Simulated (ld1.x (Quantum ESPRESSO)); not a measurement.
**osmium (Os): excitation energies, all-electron against PAW**

- Element: osmium
- Generator: ld1.x (Quantum ESPRESSO) 7.5
- Type: PAW
- Functional: PBE
- Relativity: fully relativistic
- Frozen core: [Kr] 4d10 4f14
- Valence charge: 16
- Reference configuration: 5s2 5p6 5d6 6s1 6p0 (charge +1)
- Partial waves: 5s (bound): rcut 1.75, rcutus 1.90 bohr; 6s (bound): rcut 1.75, rcutus 1.90 bohr; 5p (bound): rcut 1.50, rcutus 2.10 bohr; 6p (bound, empty): rcut 1.50, rcutus 2.10 bohr; 5d (bound): rcut 1.55, rcutus 2.10 bohr; 5d channel at -0.5 Ry: rcut 1.55, rcutus 2.10 bohr
- Local potential: all-electron potential smoothed inside 1.85 bohr (lloc = -1)
- Core correction: a·sin(br)/r model core inside 0.95 bohr
- Augmentation charge: BESSEL, radius 1.70 bohr

Open shells are filled in proportion to 2j + 1 (rel_dist='average').

Energies are relative to the spin-unpolarised reference configuration 5s2 5p6 5d6 6s1 6p0; without spin polarisation the order of configurations can differ from experiment.

(1) Give the all-electron excitation energy and the error of the potential for: 5s2 5p6 5d6 6s2 6p0; 5s2 5p6 5d6 6s0 6p0; 5s2 5p6 5d5 6s0 6p0; 5s2 5p6 5d6 6s1.5 6p0; 5s2 5p6 5d4 6s0 6p0; 5s2 5p6 5d5 6s2 6p1; 5s2 5p6 5d7 6s0 6p0.

The ghost test of this file was not conclusive.

Results:

(1)

```
valence configuration  charge  ΔE all-electron (eV)  error AE − PS (meV)
  5s2 5p6 5d6 6s2 6p0       0                -9.585                 +1.7
  5s2 5p6 5d6 6s0 6p0      +2                16.919                 +3.5
  5s2 5p6 5d5 6s0 6p0      +3                45.757                 -1.5
5s2 5p6 5d6 6s1.5 6p0    +0.5                -5.667                 +0.3
  5s2 5p6 5d4 6s0 6p0      +4                87.212                  -94
  5s2 5p6 5d5 6s2 6p1       0                -3.535                  -24
  5s2 5p6 5d7 6s0 6p0      +1                -0.542                  -18
```
